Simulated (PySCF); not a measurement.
# State search for CsAs⁺

Unrestricted PBE0; basis Cs def2-SVP with ECP46, As def2-SVP; scalar-relativistic core potentials; PySCF 2.14. Outer shells of the fragments: Cs+ closed shells only; As 3d10 4s2 4p3.

Followed along the bond (rough minima from three points):

```csv
2Ms+1,unpaired,⟨S²⟩ at the start,R at minimum (Å),Te (eV)
4,"σ ↑, π ↑↑",3.75,4.07,0.00
2,"σ ↓, π ↑↑",1.76,4.05,0.71
2,"σ ↑, π ↑↓",1.76,4.05,0.73
2,π ↑,0.75,3.95,1.56
```

Solutions found at the starting distance of 3.480 Å, counted from the lowest of them; the search is not exhaustive and high or unbound solutions are not listed, so other states can lie among these:

```csv
2Ms+1,unpaired,term,E (eV),⟨S²⟩,⟨Lz²⟩,μ (D)
4,"σ ↑, π ↑↑",⁴Σ⁻,0.00,3.75,0.00,-4.58
2,"σ ↓, π ↑↑",mixed,0.72,1.76,0.00,-4.51
2,"σ ↑, π ↑↓",mixed,0.73,1.76,2.01,-4.53
2,π ↑,²Π,1.60,0.75,1.00,-3.94
2,σ ↑,mixed,1.85,0.75,2.00,-4.40
2,π ↑,²Π,2.08,0.75,1.01,-4.81
4,"σ ↑↑, π ↑",⁴Π,6.55,3.75,1.01,4.70
4,π ↑↑↑,⁴Π,7.93,3.75,1.00,4.03
4,"π ↑↑, δ ↑",⁴Δ,8.55,3.75,4.00,9.14
```

A term symbol is given only where ⟨S²⟩ and ⟨Lz²⟩ are close to those of a pure state; real π, δ and φ orbitals otherwise mix terms. A positive dipole points towards As; it is taken about the centre of mass and depends on that origin.

Spin–orbit coupling is left out.
